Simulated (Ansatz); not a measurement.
BiH3 (SMILES [BiH3]) moved off its minimum; all values from Ansatz (an electronic-structure program), cores frozen in correlated methods. Elements past Kr take the def2 small-core potentials, without spin–orbit coupling.
(charge 0, multiplicity 1)
```xyz
4

Bi    -0.01416     0.00208     0.04764
H     -1.43345    -0.21623    -0.99414
H      0.89419    -1.08794    -1.03171
H      0.50867     1.38918    -0.90386
```

Task: Give the forces (eV/Å), the total energy and the dipole at CCSD(T)/def2-TZVPPD.

Result: 
| atom | Fx | Fy | Fz |
|---|---|---|---|
| Bi1 | 0.005 | -0.274 | 0.496 |
| H2 | -0.298 | 0.011 | -0.155 |
| H3 | 0.163 | -0.140 | -0.079 |
| H4 | 0.130 | 0.402 | -0.262 |
Energy -215.4294 hartree, dipole 1.01 D.
